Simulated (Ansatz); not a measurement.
Computed with Ansatz on PBE0-D4/def2-TZVP structures; ΔE is electronic, products minus reactants. CBS: MP2 limit from def2 TZ/QZ plus the TZ coupled-cluster correction, frozen cores. This one scheme is used for every species. DFT in def2-TZVPP. B3LYP here is the variant with VWN-RPA as its local correlation; programs differ in this. For As outer-core shells are correlated without core-valence functions, which leaves a few kJ/mol of doubt a bond. Scalar relativity is left out up to krypton. One conformer a species, not always the lowest.

Reaction (formal exchange of groups at the As–Si bond): `N[AsH][SiH3]` + BH₃ → `B[AsH]N` + SiH₄

```json
{"level": "PBE-D4", "ΔE (kJ/mol)": "-6.3", "difference from CCSD(T)/CBS": "-4.4"}
{"level": "r2SCAN-D4", "ΔE (kJ/mol)": "-6.0", "difference from CCSD(T)/CBS": "-4.1"}
{"level": "B3LYP-D4", "ΔE (kJ/mol)": "1.1", "difference from CCSD(T)/CBS": "3.0"}
{"level": "r2SCAN0-D4", "ΔE (kJ/mol)": "-2.5", "difference from CCSD(T)/CBS": "-0.6"}
{"level": "ωB97M-V", "ΔE (kJ/mol)": "1.0", "difference from CCSD(T)/CBS": "2.9"}
{"level": "B2PLYP", "ΔE (kJ/mol)": "-2.3", "difference from CCSD(T)/CBS": "-0.4"}
{"level": "PBE", "ΔE (kJ/mol)": "-8.9", "difference from CCSD(T)/CBS": "-7.0"}
{"level": "revPBE", "ΔE (kJ/mol)": "-6.8", "difference from CCSD(T)/CBS": "-4.9"}
{"level": "BLYP", "ΔE (kJ/mol)": "-6.1", "difference from CCSD(T)/CBS": "-4.2"}
{"level": "r2SCAN0", "ΔE (kJ/mol)": "-3.3", "difference from CCSD(T)/CBS": "-1.4"}
{"level": "BHLYP", "ΔE (kJ/mol)": "0.4", "difference from CCSD(T)/CBS": "2.3"}
{"level": "LC-ωPBE", "ΔE (kJ/mol)": "-1.9", "difference from CCSD(T)/CBS": "0.0"}
{"level": "MP2/def2-SVP", "ΔE (kJ/mol)": "-4.3", "difference from CCSD(T)/CBS": "-2.4"}
{"level": "CCSD(T)/def2-TZVPP", "ΔE (kJ/mol)": "-3.6", "difference from CCSD(T)/CBS": "-1.7"}
{"level": "HF/def2-QZVPP", "ΔE (kJ/mol)": "6.3", "difference from CCSD(T)/CBS": "8.2"}
{"level": "MP2/def2-QZVPP", "ΔE (kJ/mol)": "0.1", "difference from CCSD(T)/CBS": "2.0"}
{"level": "CCSD(T)/CBS", "ΔE (kJ/mol)": "-1.9", "difference from CCSD(T)/CBS": "0"}
```

Q: What do rigid-rotor, harmonic-oscillator terms from PBE0-D4/def2-TZVP frequencies (298.15 K, 1 bar) make of the CCSD(T)/CBS value? (Best estimate.)

A: The calculation gave: ΔZPE = +0.8 kJ/mol, ΔH = -2.6 kJ/mol, ΔS = -6 J/(mol·K), ΔG = -0.8 kJ/mol.

Largest T1 diagnostic among the species: 0.014.

At CCSD(T), def2-SVP lies −5.3 kJ/mol from the extrapolated value and def2-TZVPP −1.7 kJ/mol. The D4 term adds +4.2 kJ/mol with B3LYP and +2.3 kJ/mol with PBE0; it sums over pairs of atoms, weighted by their polarisabilities, and B3LYP, whose exchange is more repulsive, gets the larger term. From BLYP to BHLYP (50 % exact exchange), in def2-TZVPP and without D4, ΔE moves by +6.5 kJ/mol.
